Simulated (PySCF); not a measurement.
Isomers of C9H14O2, from PBE0-D3(BJ)/def2-SVP geometry optimisation, gas phase (PySCF 2.14.0). One conformer each, no zero-point energy, no frequencies.

**Question.** Which is lower in electronic energy at this level?
A. `[CH2:1]=[C:2]([CH3:3])[C@@H:4]1[O:5][CH2:6][C@@H:7]([CH2:8][CH3:9])[C:10]1=[O:11]` with C1–C2–C4–O5 14°, C6–C7–C8–C9 -171°, C2–C4–O5–C6 -142°, C4–O5–C6–C7 35°, O5–C6–C7–C8 -159°, C6–C7–C10–O11 -157°: A = 1905, B = 764.0, C = 623.1 MHz, dipole 1.57 D
B. `[CH2:1]=[C:2]1[CH2:3][CH2:4][CH:5]([O:6][C:7]([CH3:8])=[O:9])[CH2:10][CH2:11]1` with C4–C5–O6–C7 154°, C5–O6–C7–C8 180°, C1–C2–C3–C4 -125°, C2–C3–C4–C5 -54°, C3–C4–C5–O6 177°, C4–C5–C10–C11 -56°: A = 2947, B = 556.6, C = 515.0 MHz, dipole 1.60 D

**Answer.** B. That is `C=C1CCC(OC(C)=O)CC1`, 25.8 kcal/mol below the other.

| SMILES | mapped SMILES | E (Eh) | relative (kcal/mol) | relative (kJ/mol) | dipole (D) |
| --- | --- | --- | --- | --- | --- |
| C=C1CCC(OC(C)=O)CC1 | [CH2:1]=[C:2]1[CH2:3][CH2:4][CH:5]([O:6][C:7]([CH3:8])=[O:9])[CH2:10][CH2:11]1 | -500.92570 | 0.0 | 0.0 | 1.60 |
| C=C(C)[C@@H]1OC[C@@H](CC)C1=O | [CH2:1]=[C:2]([CH3:3])[C@@H:4]1[O:5][CH2:6][C@@H:7]([CH2:8][CH3:9])[C:10]1=[O:11] | -500.88460 | 25.8 | 107.9 | 1.57 |

As drawn, the lower has a C(=O)–O unit, which the higher lacks.
